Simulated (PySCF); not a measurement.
C2H5IMg, SMILES C[CH2][Mg][I].

The structure is a stationary point at B3LYP-D3(BJ)/def2-SVP. The def2 effective core potentials stand for the cores of I; spin–orbit coupling is left out. The values are those of a single conformer.

All values below come from TDA-PBE/def2-SVPD in PySCF.

Vertical excitations.  State labels are in the subgroup Cs.

Task: List the lowest excited states. (An estimate is asked for; the answer gives what the named calculation found.)

Result: 
| state | symmetry | energy (eV) | λ (nm) | f | main pairs |
|---|---|---|---|---|---|
| S1 | A" | 4.48 | 276 | 0.033 | HOMO−1→LUMO 99 % |
| S2 | A' | 4.49 | 276 | 0.032 | HOMO−2→LUMO 99 % |
| S3 | A' | 4.74 | 262 | 0.190 | HOMO→LUMO 65 %, HOMO→LUMO+1 26 % |
| S4 | A' | 4.83 | 257 | 0.143 | HOMO→LUMO+1 72 %, HOMO→LUMO 22 % |
| S5 | A" | 4.87 | 255 | 0.028 | HOMO→LUMO+2 98 % |
| S6 | A" | 5.10 | 243 | 0.000 | HOMO−1→LUMO+1 100 % |
| S7 | A' | 5.14 | 241 | 0.003 | HOMO−2→LUMO+1 58 %, HOMO−1→LUMO+2 41 % |
| S8 | A" | 5.18 | 239 | 0.000 | HOMO−2→LUMO+2 100 % |
| S9 | A' | 5.50 | 225 | 0.108 | HOMO−1→LUMO+2 43 %, HOMO−2→LUMO+1 27 %, HOMO−3→LUMO 24 % |
| S10 | A' | 5.86 | 212 | 0.018 | HOMO→LUMO+3 97 % |
| T1 | A' | 3.66 | 339 | 0 | HOMO→LUMO 99 % |
| T2 | A" | 4.27 | 290 | 0 | HOMO−1→LUMO 99 % |
| T3 | A' | 4.27 | 290 | 0 | HOMO−2→LUMO 99 % |
| T4 | A' | 4.50 | 276 | 0 | HOMO→LUMO+1 99 % |
Triplets are in the Tamm–Dancoff approximation.
